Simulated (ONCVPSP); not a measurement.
**What one change does to a pseudopotential (Co (Z = 27), ONCV)**

* Element: cobalt
* Generator: ONCVPSP 4.0.1
* Type: optimised norm-conserving Vanderbilt (ONCV)
* Functional: PBE
* Relativity: scalar-relativistic
* Frozen core: [Ar]
* Valence charge: 9
* Reference configuration: 3d8 4s1
* Partial waves: 4s: rc 2.60 bohr, ncon 4, nbas 7, qcut 2.1 1/bohr, 1 projector; p scattering state at 0.41 Ha: rc 2.15 bohr, ncon 4, nbas 7, qcut 4 1/bohr, 2 projectors, debl 0.5 Ha; 3d: rc 1.25 bohr, ncon 5, nbas 10, qcut 13.5 1/bohr, 1 projector; f scattering state at 0.45 Ha: rc 2.50 bohr, ncon 4, nbas 7, qcut 5 1/bohr, 2 projectors, debl 1.6 Ha
* Local potential: polynomial inside 1.25 bohr (lpopt 5, dvloc0 0 Ha)
* Core correction: Teter function, fcfact 3.5, rcfact 1

Change: s: qcut 2.5.

Cutoffs: the cutoffs (Ha) at which the residual kinetic energy of the hardest occupied pseudo-wave falls to 1 and 0.1 mHa per electron; they do not see the model core or the augmentation charge, which bear on the density cutoff. Errors are all-electron minus pseudo energies relative to the spin-unpolarised reference configuration.

Task: Predict the effect on cutoff, ghosts and configuration errors.

Result: The potential gets neither clearly harder nor softer (70 Ha and 79 Ha → 70 Ha and 79 Ha); both files keep a bound ghost (s); of the 4 tests that both files solve, the error grows in 3 and shrinks in 0 by more than 15 % and 0.3 meV (median size 29.1 → 38.9 meV).

| quantity | base | changed |
| --- | --- | --- |
| cutoff, loose | 70 Ha | 70 Ha |
| cutoff, tight | 79 Ha | 79 Ha |
| loose cutoff by channel | s 7.7 Ha, d 70 Ha | s 4.1 Ha, d 70 Ha |
| bound ghosts | s | s |
| GHOST(+) flags under 300 eV | p at 72.1 eV | p at 72.1 eV |
| error for 3d7 4s2, meV [ΔE 1.20 eV] | -57 | -73 |
| error for 3d7 4s1, meV [ΔE 10.23 eV] | -43 | -47 |
| error for 3d7 4s0, meV [ΔE 27.02 eV] | +15 | +31 |
| error for 3d7.5 4s1.5, meV [ΔE 0.24 eV] | -9.0 | -12 |
| s: phases at 2.64 bohr within 0.05 rad from the reference energy up to (Ha; the scan ends near 5) | 1.4 | 1.4 |
| p: phases at 2.18 bohr within 0.05 rad from the reference energy up to (Ha; the scan ends near 5) | 2.2 | 2.2 |
| d: phases at 1.27 bohr within 0.05 rad from the reference energy up to (Ha; the scan ends near 5) | 2.5 | 2.5 |
| f: phases at 2.53 bohr within 0.05 rad from the reference energy up to (Ha; the scan ends near 5) | 3.6 | 3.6 |
| rms error of d²Exc/dni dnj with the model core, mHa | 6.61 | 6.61 |

 A true bound ghost makes a file unfit for plane-wave use even where its test errors are small: the radial tests pick states by their node count and pass the ghost by.
